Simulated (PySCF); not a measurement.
AlFH4Si, SMILES [F][AlH][SiH3]. Atoms are numbered in the order given.

```xyz
7

Al     0.1336    -0.6934    -0.6264
F     -1.4175    -0.7468    -1.2139
H      1.1494    -1.7141    -1.2674
Si     0.5650     0.9626     1.1291
H      0.3087     2.3378     0.6286
H      1.9726     0.9014     1.5993
H     -0.3206     0.7341     2.2997
```

The structure is a stationary point at B3LYP-D3(BJ)/def2-TZVP.

Method: HF/pcSseg-2 (PySCF).

GIAO shieldings, no solvent; atoms alike by connectivity are averaged. δ = σ(ref) − σ: ¹⁹F against CFCl3 (σ = 237.3 ppm); ¹H against TMS (σ = 31.98 ppm); ²⁹Si against TMS (σ = 383.2 ppm), references at their B3LYP-D3(BJ)/def2-TZVP geometries, non-relativistic.

```tsv
atoms	nucleus	count	δ (ppm)
F2	¹⁹F	1	…
H3	¹H	1	4.99
H5, H6, H7	¹H	3	…
Si4	²⁹Si	1	-119.2
```

### Question
Fill in the missing entries. (Estimate from the structure and the level; the computed values follow.)

### Answer

- F2, δ (ppm): -105.2
- H5, H6, H7, δ (ppm): 3.18
